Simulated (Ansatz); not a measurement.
Harmonic frequencies (cm⁻¹) at PBE0-D4/def2-TZVP from Ansatz: 27, 35, 40, 53, 98, 130, 146, 165, 176, 377, 428, 438, 442, 652, 652, 654, 654, 1466, 1475, 2332, 2370.

Each molecule was computed in one conformer, which needn't be the lowest.

**Question.** Which molecule is it?
A. `[CH3][Zr]([OH])([F])[F]`
B. `[NH2][Zr]([F])([Cl])[Cl]`
C. `O=C=[N][Zr]([Cl])([Cl])[N]=C=O`
D. `[NH2][Zr]([NH2])([NH2])[I]`

**Answer.** C.
